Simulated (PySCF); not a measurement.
PySCF input for 4-fluoro-2,3-dihydrofuran (C4H5FO), SMILES FC1CCOC=1, PBE0-D3(BJ)/def2-SVP. Coordinates come from a PBE0-D3(BJ)/def2-SVP optimisation. The geometry has at least one imaginary mode, so it is a saddle point at that level. One conformer was computed; it need not be the lowest.

```python
import numpy as np
from pyscf import gto, scf, dft, df
from pyscf.hessian import thermo

mol = gto.M(
    atom='''
    F     0.01791663    2.09562586    0.00000000
    C    -0.03565080    0.76899934    0.00000000
    C    -1.13024492    0.00689174   -0.00000000
    O    -0.86230467   -1.32292472    0.00000000
    C     0.56471640   -1.48034255    0.00000000
    C     1.19786829   -0.07421476    0.00000000
    H    -2.18035951    0.29508760   -0.00000000
    H     0.84236841   -2.06466996    0.89057002
    H     0.84236840   -2.06466995   -0.89057003
    H     1.82633827    0.11450738    0.88701324
    H     1.82633827    0.11450738   -0.88701325
    ''',
    basis='def2-SVP',
    charge=0,
    spin=0,
    max_memory=1600,
    verbose=3,
)
mf = dft.RKS(mol, xc='pbe0').density_fit(auxbasis='def2-universal-jkfit')
mf.disp = 'd3bj'
mf.grids.level = 3
mf.conv_tol = 1e-11
mf.max_cycle = 100
mf.kernel()

# analytic Hessian; the response equations are solved on a coarser grid
h, args, fine = mf.Hessian(), (mf.mo_energy, mf.mo_coeff, mf.mo_occ), mf.grids
h.max_memory = max(150, 2.5e-5 * df.make_auxmol(mol, mf.with_df.auxbasis).nao * mol.nelec[0] * (mol.nelec[0] + mol.nao))  # MB; small integral blocks
h1ao = h.make_h1(mf.mo_coeff, mf.mo_occ)
mf.grids = dft.Grids(mol).set(level=1).build(with_non0tab=True)
mo1, mo_e1 = h.solve_mo1(*args, h1ao)
mf.grids = fine
hess = h.hess_elec(*args, mo1, mo_e1, h1ao) + h.hess_nuc()
if mf.do_disp():
    hess += h.get_dispersion()
for i in range(mol.natm):  # the analytic DFT Hessian lacks the response of the grid: restore translational invariance
    hess[i, i] -= hess[i].sum(axis=0)
hess = (hess + hess.transpose(1, 0, 3, 2)) / 2
vib = thermo.harmonic_analysis(mol, hess, imaginary_freq=False)
thermo.dump_normal_mode(mol, vib)
th = thermo.thermo(mf, vib['freq_au'][vib['freq_au'] > 0], 298.15, 101325)
thermo.dump_thermo(mol, th)
g0 = mf.nuc_grad_method().set(verbose=0).kernel()

# dipole derivatives [dipole axis, atom, xyz] from the same response
r, irp = mol.intor('int1e_r'), mol.intor('int1e_irp').reshape(3, 3, mol.nao, mol.nao)
sl, dm0, ok = mol.aoslice_by_atom(), np.array(mf.make_rdm1()), []
dmu = np.einsum('a,xt->xat', mol.atom_charges(), np.eye(3))
for a, (_, _, p0, p1) in enumerate(sl):
    dmu[:, a] += 2 * np.einsum('xtij,ij->xt', irp[:, :, :, p0:p1], dm0.reshape(-1, mol.nao, mol.nao).sum(0)[:, p0:p1])
    for u, c, occ, f in [(mo1, mf.mo_coeff, mf.mo_occ, 4)]:
        dmu[:, a] -= f * np.einsum('tui,xuv,vi->xt', u[a], r, c[:, occ > 0], optimize=True)
L = vib['norm_mode']
ir = 974.8801 * (np.einsum('xat,kat->kx', dmu, L) ** 2).sum(1)       # km/mol
apt = np.einsum('xax->a', dmu) / 3
print('mode   freq/cm-1   IR/(km/mol)')
for k, w in enumerate(vib['freq_wavenumber']):
    print(f'{k + 1:4d} {w:11.2f} {ir[k]:13.3f}')
print('max |gradient| / (hartree/bohr):', abs(g0).max())
print('APT charges:', apt.round(4))
```

It prints:

```
converged SCF energy = -329.854595248617

WARN: DFTD3 does not support analytical Hessian, using finite difference


WARN: Mole.unit (angstrom) is changed to Bohr

Mode                                 0                   1                   2
Irrep
Freq [cm^-1]                      -99.6414            319.2938            393.9222
Reduced mass [au]                   1.8702              8.8676              5.4463
Force const [Dyne/A]               -0.0109              0.5326              0.4979
Char temp [K]                    -143.3618            459.3927            566.7664
Normal mode                   x     y     z       x     y     z       x     y     z
       0   F                -0.00  0.00 -0.05    0.00 -0.00 -0.11    0.15 -0.02 -0.00
       1   C                 0.00  0.00 -0.03   -0.00 -0.00  0.16   -0.10 -0.01 -0.00
       2   C                 0.00  0.00  0.00   -0.00 -0.00  0.12   -0.09 -0.04  0.00
       3   O                 0.00  0.00  0.09   -0.00 -0.00 -0.11    0.02 -0.04  0.00
       4   C                 0.00 -0.00 -0.12   -0.00  0.00 -0.03    0.04  0.05 -0.00
       5   C                 0.00 -0.00  0.11   -0.00  0.00  0.05   -0.09  0.07  0.00
       6   H                 0.00  0.00 -0.01   -0.00 -0.00  0.11   -0.11 -0.15  0.00
       7   H                 0.11 -0.23 -0.31   -0.05 -0.00 -0.01    0.07  0.06 -0.00
       8   H                -0.11  0.23 -0.31    0.05  0.00 -0.01    0.07  0.06  0.00
       9   H                -0.16 -0.06  0.24    0.06 -0.09  0.02   -0.11  0.15 -0.00
      10   H                 0.16  0.06  0.24   -0.06  0.09  0.02   -0.11  0.15  0.00
Mode                                 3                   4                   5
Irrep
Freq [cm^-1]                      427.4280            608.4822            756.0471
Reduced mass [au]                   2.4472              7.1180              9.8653
Force const [Dyne/A]                0.2634              1.5528              3.3224
Char temp [K]                     614.9737            875.4704           1087.7835
Normal mode                   x     y     z       x     y     z       x     y     z
       0   F                 0.00 -0.00 -0.01   -0.01 -0.15  0.00    0.02  0.06  0.00
       1   C                -0.00 -0.00  0.16    0.03 -0.09 -0.00    0.05  0.01 -0.00
       2   C                -0.00 -0.00 -0.13   -0.02  0.03 -0.00    0.07 -0.08  0.00
       3   O                -0.00 -0.00  0.08   -0.05  0.05  0.00   -0.12 -0.14  0.00
       4   C                 0.00 -0.00 -0.02   -0.01  0.12 -0.00   -0.05  0.05  0.00
       5   C                 0.00  0.00 -0.02    0.07  0.07  0.00    0.05  0.08  0.00
       6   H                -0.00 -0.00 -0.44    0.01  0.16  0.00    0.10  0.04  0.00
       7   H                 0.06 -0.03 -0.06   -0.02  0.12 -0.00   -0.01  0.08  0.00
       8   H                -0.06  0.03 -0.06   -0.02  0.12  0.00   -0.01  0.08 -0.00
       9   H                 0.21 -0.07 -0.16    0.05  0.10  0.01    0.06  0.04  0.01
      10   H                -0.21  0.07 -0.16    0.05  0.10 -0.01    0.06  0.04 -0.01
Mode                                 6                   7                   8
Irrep
Freq [cm^-1]                      833.7520            864.5960            938.4623
Reduced mass [au]                   1.1799              1.3829              5.1687
Force const [Dyne/A]                0.4833              0.6091              2.6821
Char temp [K]                    1199.5836           1243.9612           1350.2383
Normal mode                   x     y     z       x     y     z       x     y     z
       0   F                 0.00  0.00  0.00   -0.00  0.00 -0.01   -0.01 -0.05 -0.00
       1   C                -0.00 -0.00 -0.04   -0.00  0.00  0.06    0.06  0.02  0.00
       2   C                 0.00 -0.00  0.02    0.00 -0.00 -0.14    0.15  0.00  0.00
       3   O                 0.00  0.00 -0.04    0.00  0.00  0.01    0.05 -0.01  0.00
       4   C                -0.00 -0.00  0.07   -0.00  0.00  0.01   -0.08  0.01 -0.00
       5   C                 0.00  0.00  0.06   -0.00 -0.00  0.01   -0.17  0.04  0.00
       6   H                -0.00 -0.00  0.01   -0.00 -0.00  0.83    0.19  0.10 -0.00
       7   H                -0.00 -0.40 -0.18   -0.02 -0.02 -0.00    0.02  0.05 -0.00
       8   H                 0.00  0.40 -0.18    0.02  0.02 -0.00    0.02  0.05  0.00
       9   H                 0.30  0.30 -0.21    0.01  0.03 -0.01   -0.18  0.06 -0.00
      10   H                -0.30 -0.30 -0.21   -0.01 -0.03 -0.01   -0.18  0.06  0.00
Mode                                 9                  10                  11
Irrep
Freq [cm^-1]                      965.8023           1020.6642           1068.1195
Reduced mass [au]                   2.5771              2.5281              1.5918
Force const [Dyne/A]                1.4163              1.5517              1.0700
Char temp [K]                    1389.5745           1468.5086           1536.7861
[...]
       7   H                 0.13  0.05 -0.02   -0.29  0.17  0.08   -0.59 -0.26  0.01
       8   H                 0.13  0.05  0.02    0.29 -0.17  0.08    0.59  0.26  0.01
       9   H                 0.03  0.03  0.00   -0.07  0.52 -0.02   -0.02 -0.24  0.01
      10   H                 0.03  0.03 -0.00    0.07 -0.52 -0.02    0.02  0.24  0.01
Mode                                15                  16                  17
Irrep
Freq [cm^-1]                     1256.4155           1268.3008           1388.1448
Reduced mass [au]                   1.8351              1.3915              3.7195
Force const [Dyne/A]                1.7068              1.3188              4.2228
Char temp [K]                    1807.7022           1824.8024           1997.2312
Normal mode                   x     y     z       x     y     z       x     y     z
       0   F                 0.00 -0.07  0.00    0.01  0.02  0.00   -0.00 -0.07  0.00
       1   C                -0.03  0.10 -0.00   -0.08 -0.03  0.00   -0.08  0.16  0.00
       2   C                 0.00  0.04  0.00    0.00 -0.10  0.00    0.05  0.05 -0.00
       3   O                -0.01 -0.02  0.00    0.04  0.02  0.00   -0.00 -0.07 -0.00
       4   C                 0.01 -0.05 -0.00    0.03  0.02 -0.00    0.03  0.06 -0.00
       5   C                -0.01  0.13 -0.00   -0.00  0.03  0.00    0.05 -0.09  0.00
       6   H                -0.03 -0.07 -0.00    0.21  0.66 -0.00    0.04 -0.02 -0.00
       7   H                 0.07 -0.05 -0.01   -0.27 -0.12 -0.00   -0.24 -0.12 -0.04
       8   H                 0.07 -0.05  0.01   -0.27 -0.12  0.00   -0.24 -0.12  0.04
       9   H                 0.19 -0.45 -0.02    0.04 -0.13  0.01   -0.01  0.17 -0.01
      10   H                 0.19 -0.45  0.02    0.04 -0.13 -0.01   -0.01  0.17  0.01
Mode                                18                  19                  20
Irrep
Freq [cm^-1]                     1413.2950           1469.7066           1499.2443
Reduced mass [au]                   2.0158              1.1199              1.1066
Force const [Dyne/A]                2.3722              1.4252              1.4655
Char temp [K]                    2033.4169           2114.5805           2157.0787
Normal mode                   x     y     z       x     y     z       x     y     z
       0   F                 0.01 -0.02 -0.00    0.00 -0.00 -0.00   -0.00 -0.01  0.00
       1   C                -0.12  0.06  0.00   -0.02  0.01 -0.00   -0.00  0.01  0.00
       2   C                 0.05 -0.07 -0.00    0.02 -0.00  0.00   -0.00  0.02  0.00
       3   O                -0.02  0.06 -0.00   -0.01  0.01 -0.00    0.01 -0.02  0.00
       4   C                -0.07 -0.06  0.00   -0.02  0.02  0.00    0.03 -0.07 -0.00
       5   C                 0.06 -0.05  0.00    0.08  0.02 -0.00    0.03  0.01 -0.00
       6   H                 0.13  0.17 -0.00    0.02  0.00  0.00   -0.01 -0.01  0.00
       7   H                 0.35  0.24  0.06    0.16 -0.17 -0.17   -0.26  0.40  0.38
       8   H                 0.35  0.24 -0.06    0.16 -0.17  0.17   -0.26  0.40 -0.38
       9   H                 0.08  0.09 -0.04   -0.45 -0.13  0.38   -0.20 -0.08  0.17
      10   H                 0.08  0.09  0.04   -0.45 -0.13 -0.38   -0.20 -0.08 -0.17
Mode                                21                  22                  23
Irrep
Freq [cm^-1]                     1803.8614           3052.3987           3082.4747
Reduced mass [au]                   7.8020              1.0609              1.0613
Force const [Dyne/A]               14.9576              5.8238              5.9412
Char temp [K]                    2595.3549           4391.7221           4434.9949
Normal mode                   x     y     z       x     y     z       x     y     z
       0   F                 0.01  0.03  0.00   -0.00  0.00 -0.00    0.00  0.00  0.00
       1   C                -0.15 -0.15 -0.00   -0.00 -0.00  0.00    0.00 -0.00  0.00
       2   C                 0.12  0.13 -0.00    0.00  0.00  0.00   -0.00 -0.00  0.00
       3   O                -0.00 -0.02 -0.00    0.00 -0.00  0.00   -0.00  0.00  0.00
       4   C                -0.00  0.01 -0.00    0.01 -0.01  0.00   -0.03  0.06 -0.00
       5   C                 0.01  0.01  0.00   -0.06 -0.02 -0.00   -0.01 -0.01  0.00
       6   H                 0.09 -0.17 -0.00    0.00 -0.00  0.00    0.01 -0.00  0.00
       7   H                -0.02  0.00  0.00   -0.03  0.06 -0.10    0.16 -0.34  0.56
       8   H                -0.02  0.00 -0.00   -0.03  0.06  0.10    0.16 -0.34 -0.56
       9   H                 0.06 -0.05 -0.02    0.37  0.11  0.56    0.06  0.02  0.10
      10   H                 0.06 -0.05  0.02    0.37  0.11 -0.56    0.06  0.02 -0.10
Mode                                24                  25                  26
Irrep
Freq [cm^-1]                     3095.7550           3138.2426           3281.4600
Reduced mass [au]                   1.1088              1.1119              1.1011
Force const [Dyne/A]                6.2610              6.4521              6.9857
Char temp [K]                    4454.1022           4515.2324           4721.2904
Normal mode                   x     y     z       x     y     z       x     y     z
       0   F                 0.00  0.00 -0.00   -0.00  0.00  0.00    0.00  0.00  0.00
       1   C                -0.00 -0.00 -0.00    0.00 -0.00 -0.00   -0.01 -0.01  0.00
       2   C                 0.00  0.00  0.00   -0.00 -0.00  0.00    0.09 -0.02  0.00
       3   O                 0.00 -0.00  0.00   -0.00 -0.00 -0.00   -0.00  0.00  0.00
       4   C                 0.00 -0.00 -0.02   -0.00  0.00  0.09   -0.00  0.00  0.00
       5   C                -0.00 -0.00  0.09   -0.00 -0.00  0.02   -0.00 -0.00  0.00
       6   H                -0.00  0.00  0.00    0.00 -0.00  0.00   -0.92  0.25 -0.00
       7   H                 0.03 -0.07  0.11   -0.16  0.35 -0.53    0.00 -0.00  0.01
       8   H                -0.03  0.07  0.11    0.16 -0.35 -0.53    0.00 -0.00 -0.01
       9   H                -0.38 -0.11 -0.52   -0.08 -0.02 -0.11    0.00  0.00  0.00
      10   H                 0.38  0.11 -0.52    0.08  0.02 -0.11    0.00  0.00 -0.00
temperature 298.1500 [K]
pressure 101325.00 [Pa]
Rotational constants [GHz] 7.87395 3.22680 2.35682
Symmetry number 1
Zero-point energy (ZPE) 0.08560 [Eh]   224743.588 [J/mol]
                           tot       elec      trans        rot        vib
Entropy [J/mol/K]       293.922      0.000    164.597    109.149     20.176
Cv [J/mol/K]             67.933      0.000     12.472     12.472     42.990
Cp [J/mol/K]             76.248      0.000     20.786     12.472     42.990
Internal energy [J/mol]                      3718.434   3718.434 229013.293
Internal energy [Eh]   -329.76454  -329.85460
Enthalpy [J/mol]                             6197.391   3718.434 229013.293
Enthalpy [Eh]          -329.76359
Gibbs free energy [J/mol]                  -42877.297 -28824.427 222997.907
Gibbs free energy [Eh] -329.79697
mode   freq/cm-1   IR/(km/mol)
   1      -99.64         0.513
   2      319.29         1.270
   3      393.92         7.526
   4      427.43        14.986
   5      608.48         6.108
   6      756.05         3.506
   7      833.75         0.162
   8      864.60        25.213
   9      938.46        16.410
  10      965.80        24.255
  11     1020.66        28.082
  12     1068.12         0.010
  13     1190.85       113.773
  14     1191.19         2.534
  15     1246.28         0.051
  16     1256.42        21.338
  17     1268.30        26.911
  18     1388.14       182.306
  19     1413.30         4.548
  20     1469.71         1.599
  21     1499.24         4.792
  22     1803.86         6.266
  23     3052.40        30.579
  24     3082.47        37.612
  25     3095.76         4.851
  26     3138.24        22.673
  27     3281.46         3.893
max |gradient| / (hartree/bohr): 4.502186543243587e-05
APT charges: [-0.5158  0.4617  0.2962 -0.6689  0.3893 -0.0074  0.095  -0.0176 -0.0176
 -0.0074 -0.0074]
```

The run converged. The end point has an imaginary mode, so it is no minimum.

Cost: about 2.9 core-minutes (a rough figure).
